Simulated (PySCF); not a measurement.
CH8FNOSi2, SMILES C[Si@H](N)[Si@@H](O)F. Coordinates come from a PBE-D3(BJ)/def2-SVP optimisation. The structure was generated by enumeration; whether it is a known compound was not checked. Other conformers were not sampled.

Task: Give the equilibrium geometry at PBE-D3(BJ)/def2-SVP (PySCF confirms it by a frequency run) as Cartesian coordinates in Å. (An estimate is asked for; the answer gives what the named calculation found.)

Result: Several could match; the one computed here: 
```xyz
14

C     -1.2014     0.8472     1.8089
Si    -1.2072     0.3139    -0.0096
N     -1.8746    -1.2542    -0.4166
Si     1.0222     0.0966    -0.6975
O      1.9354     1.1270     0.2612
F      1.4293    -1.4759    -0.3689
H     -0.6893     0.0918     2.4388
H     -2.2289     0.9923     2.2016
H     -0.6475     1.8036     1.9115
H     -1.9472     1.3558    -0.8105
H     -2.8618    -1.4545    -0.2349
H     -1.2980    -2.0677    -0.1826
H      1.3714     0.2846    -2.1524
H      2.8753     1.2117     0.0216
```
